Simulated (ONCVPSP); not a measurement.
**Cu (Z = 29), ONCV: configuration errors across variants**

copper (Cu), optimised norm-conserving Vanderbilt (ONCV), made with ONCVPSP 4.0.1 (PBE, scalar-relativistic). Core [Ne], reference 3s2 3p6 3d8 (charge +3). Waves: 3s: rc 1.15 bohr, ncon 5, nbas 8, qcut 12.9 1/bohr, 2 projectors, debl 2.7 Ha; 3p: rc 1.15 bohr, ncon 4, nbas 9, qcut 12.1 1/bohr, 2 projectors, debl 3.2 Ha; 3d: rc 1.45 bohr, ncon 3, nbas 7, qcut 10.5 1/bohr, 2 projectors, debl 2.3 Ha. Local part: polynomial inside 1.00 bohr (lpopt 5, dvloc0 2 Ha). Core correction: none.

In the s channel the program set the typed energies aside and used -5.905, 0.250 Ha. In the p channel the program set the typed energies aside and used -4.329, 0.250 Ha.

All-electron excitation energies from the reference (eV): (1) 3s2 3p6 3d10 4s1 -68.502; (2) 3s2 3p6 3d10 -60.352; (3) 3s2 3p6 3d9 -39.020; (4) 3s1 3p6 3d10 4s1 53.732.

Errors AE − PS in meV (a dash: test not solved or not reliable):

```tsv
change	(1)	(2)	(3)	(4)	bound ghosts	GHOST(+) flags above zero
base	+150	+221	+100	-112	none	none
all radii scaled by about 0.85 (s 0.98, p 0.98, d 1.24 bohr); local potential polynomial inside 0.84 bohr (lpopt 5, dvloc0 2 Ha)	+85	+125	+61	-26	none	none
all radii scaled by about 0.94 (s 1.08, p 1.08, d 1.36 bohr); local potential polynomial inside 0.94 bohr (lpopt 5, dvloc0 2 Ha)	+118	+174	+81	-73	none	none
all radii scaled by about 1.06 (s 1.22, p 1.22, d 1.52 bohr); local potential polynomial inside 1.06 bohr (lpopt 5, dvloc0 2 Ha)	+178	+261	+116	-149	none	none
all radii scaled by about 1.13 (s 1.30, p 1.30, d 1.64 bohr); local potential polynomial inside 1.12 bohr (lpopt 5, dvloc0 2 Ha)	+230	+335	+146	-202	none	none
all radii scaled by about 1.18 (s 1.36, p 1.36, d 1.72 bohr); local potential polynomial inside 1.18 bohr (lpopt 5, dvloc0 2 Ha)	+270	+392	+168	-239	none	none
all radii scaled by about 1.25 (s 1.44, p 1.44, d 1.80 bohr); local potential polynomial inside 1.24 bohr (lpopt 5, dvloc0 2 Ha)	+327	+471	+199	-294	none	none
all radii scaled by about 1.31 (s 1.50, p 1.50, d 1.90 bohr); local potential polynomial inside 1.30 bohr (lpopt 5, dvloc0 2 Ha)	+397	+574	+238	-376	none	none
```

Question: Give the same row for: all radii scaled by about 0.80 (s 0.92, p 0.92, d 1.16 bohr); local potential polynomial inside 0.80 bohr (lpopt 5, dvloc0 2 Ha).

Answer: +69, +101, +51, -2.1; bound ghosts: none; GHOST(+) flags above zero: none.
